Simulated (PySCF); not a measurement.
## Worked example: chemical shift, span and skew from a shielding tensor

C2H8O2Si, SMILES CO[SiH](C)O. Atoms are numbered in the order given.

```xyz
13

Si     0.2564     0.3415    -0.3402
C      1.9791    -0.2712    -0.6838
O      0.3627     1.4696     0.9041
O     -0.6433    -1.0091     0.0972
C     -2.0252    -0.9643     0.3761
H     -0.4247     0.9863    -1.5256
H      1.9658    -1.0718    -1.4494
H      2.6284     0.5520    -1.0420
H      2.4230    -0.6852     0.2438
H     -0.4014     2.0626     0.9982
H     -2.2469    -0.3967     1.3104
H     -2.4001    -1.9997     0.5153
H     -2.6129    -0.5001    -0.4522
```

The structure is a stationary point at PBE-D3(BJ)/def2-SVP. The values are those of a single conformer.

GIAO shieldings from HF/pcSseg-1 (PySCF), non-relativistic, no solvent. The symmetric part of the tensor of C5 has the principal values 118.2, 121.1, 185.7 ppm. The same nucleus in TMS has σ = 192.6 ppm at this level (PySCF, at its B3LYP-D3(BJ)/def2-TZVP geometry).

Task: Work out the isotropic shielding, the ¹³C shift against TMS, the span and the skew.

Result: 
σ(iso) = (σ11 + σ22 + σ33)/3 = 141.7 ppm. δ = σ(ref) − σ(iso) = 192.6 − (141.7) = 50.9 ppm.
Span Ω = σ33 − σ11 = 67.5 ppm. Skew κ = 3(σ(iso) − σ22)/Ω = 0.91. Tumbling in solution averages the tensor to δ; in a static solid the shielding alone would spread this spin-1/2 line over Ω.
